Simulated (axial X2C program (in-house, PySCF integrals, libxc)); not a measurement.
How the levels of FCuF⁺ (d8 s0 orbitals) move with the bond length

Calculated with an axial X2C code built on PySCF integrals: two-component X2C with atomic mean-field Coulomb and Gaunt terms, basis F dyall-v3z, Cu dyall-v3z (cores contracted in-house). Orbitals come from Hartree–Fock averaged over the configuration Cu d8 s0; CI then distributes these electrons over the d, s shells of Cu.

At F–Cu–F held linear, both bonds 1.649 Å:

| Ω | energy (cm⁻¹) | g∥ | configuration |
| --- | --- | --- | --- |
| 2 | 0 | 5.92 | 100% d8 |
| 1 | 187 | 2.11 | 100% d8 |
| 0 | 361 | 0.00 | 100% d8 |
| 0 | 1076 | 0.00 | 100% d8 |
| 3 | 3016 | 7.99 | 100% d8 |
| 1 | 3435 | 3.78 | 100% d8 |
| 0 | 3740 | 0.00 | 100% d8 |
| 2 | 4009 | 4.07 | 100% d8 |
| 1 | 4897 | 0.11 | 100% d8 |
| 4 | 8804 | 10.00 | 100% d8 |
| 3 | 10159 | 6.02 | 100% d8 |
| 0 | 11108 | 0.00 | 100% d8 |
| 2 | 11253 | 2.07 | 100% d8 |
| 1 | 15871 | 2.00 | 100% d8 |

g∥ is the magnitude of 2⟨Lz + ge Sz⟩ for the +Ω component. The lowest 14 levels at most are listed.

At F–Cu–F held linear, both bonds 1.534 Å:

| Ω | energy (cm⁻¹) | g∥ | configuration |
| --- | --- | --- | --- |
| 2 | 0 | 5.97 | 100% d8 |
| 1 | 216 | 2.12 | 100% d8 |
| 0 | 367 | 0.00 | 100% d8 |
| 0 | 1001 | 0.00 | 100% d8 |
| 1 | 3593 | 3.85 | 100% d8 |
| 0 | 3837 | 0.00 | 100% d8 |
| 3 | 5444 | 7.99 | 100% d8 |
| 2 | 6354 | 4.02 | 100% d8 |
| 1 | 7226 | 0.04 | 100% d8 |
| 0 | 9868 | 0.00 | 100% d8 |
| 4 | 11242 | 10.00 | 100% d8 |
| 3 | 12586 | 6.01 | 100% d8 |
| 2 | 13568 | 2.16 | 100% d8 |
| 1 | 14693 | 1.99 | 100% d8 |

The lowest level lies 4067 cm⁻¹ above the lowest at the first distance.

Task: How does the gap from the lowest to the fifth level change between the two distances?

Result: From 3016 to 3593 cm⁻¹, a factor of 1.19.

Dynamic correlation is missing, so gaps between terms are too wide and other configurations may lie lower; the lowest level listed is that of this model, not necessarily the ground state. For d shells the ligand-field splittings (σ, π, δ) and their order can be off by a thousand cm⁻¹ or more. At most 4 roots were kept for each Ω > 0 (twice that for Ω = 0) within 3.2 eV of the lowest, so higher up levels can be missing between those listed; levels with Ω > 0 are doubly degenerate and listed once, Ω = 0 levels singly. Some active spinors are only partly of the character that their shell is named for, so the shell names and counts are nominal. States that fill the shells left empty in the average are placed too high. The molecule was held linear; bending was not examined.
